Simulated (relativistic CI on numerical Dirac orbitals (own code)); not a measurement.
## Sensitivity of the levels of Te34+ to α and to the nuclear radius

Computed by Dirac-Coulomb-Breit CI, KLI orbitals optimised for each configuration, derivatives by finite differences, unscaled Slater integrals, QED left out (own radial code, finite nucleus).

Configurations in the expansion (outside the closed core [Ne]): 3s2 3p6, 3s2 3p5 3d, 3s 3p6 3d, 3p6 3d2, 3p5 3d3. Double excitations out of closed p, d and f shells are left out; levels of such configurations are missing from the list, as are those of other unlisted configurations, and high levels can miss mixing partners.

With x = (α/α₀)² − 1 an excitation energy changes as ω = ω₀ + qx; K = 2q/ω₀ is the relative enhancement. Terms are leading LS components, so labels can repeat. The field-shift factor is F = δν/δ⟨r²⟩ for the transition from the lowest level.

Lowest level 3s2 3p6 1S_0.

```csv
Level,ω₀ (cm⁻¹),q (cm⁻¹),K,F (GHz/fm²)
3s2 3p5 3d 3P°_0,1200826,30970,0.0516,3.25
3s2 3p5 3d 3P°_1,1241652,47100,0.0759,3.3
3s2 3p5 3d 3F°_3,1285156,32340,0.0503,3.31
3s2 3p5 3d 3D°_2,1301175,41520,0.0638,3.33
3s2 3p5 3d 3F°_4,1361909,143300,0.21,4.29
3s2 3p5 3d 1D°_2,1386903,146500,0.211,4.01
3s2 3p5 3d 3D°_3,1450568,144800,0.2,4.44
3s2 3p5 3d 3D°_1,1571722,212100,0.27,1.26
3s2 3p5 3d 3F°_2,1784707,586600,0.657,-13.3
3s2 3p5 3d 3D°_2,1906181,698600,0.733,-12.2
3s2 3p5 3d 3F°_3,1930307,704300,0.73,-12.4
3s2 3p5 3d 1P°_1,2043110,521500,0.51,-9.97
3s 3p6 3d 3D_1,2839411,686700,0.484,-710
```

At this charge energies of transitions that change n are usually good to better than 1 %, and those within a shell (Δn = 0) to a few per cent.
